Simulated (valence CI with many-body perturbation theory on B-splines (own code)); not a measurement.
Values are calculated unless marked as measured or tabulated.
## Sr³³⁺: magnetic and hyperfine properties of the levels

Method: valence CI with perturbative core correlation (CI+MBPT): three valence electrons over a frozen Dirac-Fock core [He], a basis of 11 s, 11 p, 9 d, 7 f, 5 g, 2 h, 1 i functions for each j, with the one-electron correlation potential Σ1 (screened to all orders), the two-electron term Σ2, the three-electron term Σ3, Breit, model QED; selected single and double excitations, second order for the rest (own B-spline code, finite nucleus).

The last digits are not significant, and no measured levels were compared; by estimate large intervals hold to a few tenths of a per cent, small ones and those within an open d or f shell to about a per cent.

A/g_I is the dipole constant over the nuclear g factor μ/I (μ in nuclear magnetons, uniformly magnetised nucleus), B/Q the quadrupole constant per barn. Both hold the static response of the core; the bare values leave it out. Large factors of s and p1/2 electrons are usually good to 5 to 10 %; those of open d and f shells near neutrality can be off by tens of per cent, and small factors of p3/2, d and f electrons come from cancelling terms and can be off by a factor of two or in sign, in half-filled shells by more. B is blank for J = 1/2, where it vanishes, and for nearly pure S terms. Energies count from the lowest level.

Levels are named by their leading jj configuration (3d3/2^4 stands for four electrons in 3d with j = 3/2), which in mixed levels can hold well under half, so a name can repeat and another be missing. Letters in brackets count levels of one name in rising energy.

| Level | E (Ry) | g | A/g_I (MHz) | A/g_I bare | B/Q (MHz/b) | B/Q bare |
| --- | --- | --- | --- | --- | --- | --- |
| (2s^2 2p1/2) J=1/2 | 0.00 | 0.654 | 575000 | 570000 |  |  |
| (2s^2 2p3/2) J=3/2 | 5.68 | 1.325 | 101000 | 104000 | 187000 | 188000 |
| (2s 2p1/2^2) J=1/2 | 6.95 | 2.448 | 1480000 | 1460000 |  |  |
| (2s 2p1/2 2p3/2) J=3/2 [a] | 10.79 | 1.698 | 462000 | 460000 | 150000 | 150000 |
| (2s 2p1/2 2p3/2) J=5/2 | 12.22 | 1.450 | 513000 | 510000 | 1810 | 1860 |
| (2s 2p1/2 2p3/2) J=3/2 [b] | 14.83 | 0.905 | -17200 | -11200 | 177000 | 177000 |
| (2s 2p1/2 2p3/2) J=1/2 | 15.41 | 1.108 | -210000 | -202000 |  |  |
| (2s 2p3/2^2) J=5/2 | 17.93 | 1.333 | 460000 | 456000 | 185000 | 186000 |
| (2s 2p3/2^2) J=1/2 | 21.44 | 1.753 | 1710000 | 1670000 |  |  |
| (2s 2p3/2^2) J=3/2 | 21.54 | 1.238 | -204000 | -192000 | -102000 | -103000 |
| (2p1/2^2 2p3/2) J=3/2 | 22.92 | 1.509 | 68600 | 78900 | 133000 | 133000 |
| (2p1/2 2p3/2^2) J=3/2 | 27.37 | 1.339 | 13700 | 21000 | 70600 | 70800 |
| (2p1/2 2p3/2^2) J=5/2 | 28.35 | 1.191 | 190000 | 193000 | -1100 | -1100 |
| (2p1/2 2p3/2^2) J=1/2 | 30.28 | 0.654 | 577000 | 569000 |  |  |
| (2p3/2^3) J=3/2 | 34.81 | 1.261 | 99900 | 105000 | -201000 | -202000 |
| (2s^2 3s) J=1/2 | 174.10 | 1.998 | 522000 | 515000 |  |  |
| (2s^2 3p1/2) J=1/2 | 176.73 | 0.668 | 160000 | 159000 |  |  |
| (2s^2 3p3/2) J=3/2 | 178.31 | 1.341 | 94700 | 94800 | 54100 | 54200 |
| (2s 2p1/2 3s) J=1/2 [a] | 179.26 | 2.486 | 1050000 | 1040000 |  |  |
| (2s 2p1/2 3s) J=3/2 | 180.14 | 1.622 | 846000 | 834000 | -75800 | -76000 |
| (2s^2 3d3/2) J=3/2 | 180.63 | 0.798 | 29700 | 29500 | 10800 | 11000 |
| (2s 2p1/2 3s) J=1/2 [b] | 180.97 | 0.745 | 753000 | 743000 |  |  |
| (2s^2 3d5/2) J=5/2 | 181.12 | 1.197 | 9580 | 9540 | 14600 | 14900 |
| (2s 2p1/2 3p1/2) J=1/2 [a] | 181.52 | 0.228 | -121000 | -117000 |  |  |
| (2s 2p1/2 3p1/2) J=3/2 | 182.30 | 1.189 | 761000 | 750000 | -64800 | -65000 |
| (2s 2p1/2 3p1/2) J=1/2 [b] | 183.49 | 2.149 | 1670000 | 1640000 |  |  |
| (2s 2p1/2 3p3/2) J=3/2 [a] | 183.63 | 1.437 | 126000 | 126000 | 42800 | 42900 |
| (2s 2p1/2 3p3/2) J=1/2 | 184.28 | 1.157 | -646000 | -635000 |  |  |
| (2s 2p1/2 3p3/2) J=5/2 | 184.37 | 1.371 | 449000 | 444000 | -10400 | -10500 |
| (2s 2p1/2 3p3/2) J=3/2 [b] | 184.67 | 1.234 | 246000 | 244000 | 59800 | 60000 |
| (2s 2p3/2 3s) J=5/2 | 184.82 | 1.590 | 520000 | 515000 | 187000 | 187000 |
| (2s 2p1/2 3d3/2) J=3/2 [a] | 185.23 | 0.520 | -168000 | -164000 | 19700 | 19900 |
| (2s 2p3/2 3s) J=3/2 [a] | 185.82 | 1.383 | 569000 | 564000 | 139000 | 140000 |
| (2s 2p1/2 3d3/2) J=5/2 | 185.86 | 1.085 | 248000 | 244000 | -18200 | -18100 |
| (2s 2p1/2 3d5/2) J=5/2 [a] | 186.42 | 1.358 | 297000 | 292000 | 1900 | 2020 |
| (2s 2p1/2 3d3/2) J=3/2 [b] | 186.67 | 1.302 | 228000 | 224000 | 33100 | 33200 |
| (2s 2p1/2 3d3/2) J=1/2 | 186.70 | 0.334 | -692000 | -682000 |  |  |
| (2s 2p1/2 3d5/2) J=7/2 | 186.83 | 1.267 | 317000 | 313000 | -57000 | -57000 |
| (2s 2p1/2 3d5/2) J=3/2 | 187.51 | 0.994 | -174000 | -172000 | 6640 | 6770 |
| (2s 2p1/2 3d5/2) J=5/2 [b] | 187.63 | 1.026 | 65500 | 65200 | 49100 | 49400 |

Problem. Take the isotope of mass number 87, with I = 9/2, μ = -1.09316 μN and Q = 0.305 b. What is the hyperfine structure of (2s 2p3/2^2) J=5/2?

Solution. From the table A = -112000 MHz, B = 56500 MHz. Shifts from the centre of gravity in MHz: F = 2: 1570000, F = 3: 1210000, F = 4: 749000, F = 5: 180000, F = 6: -488000, F = 7: -1250000.
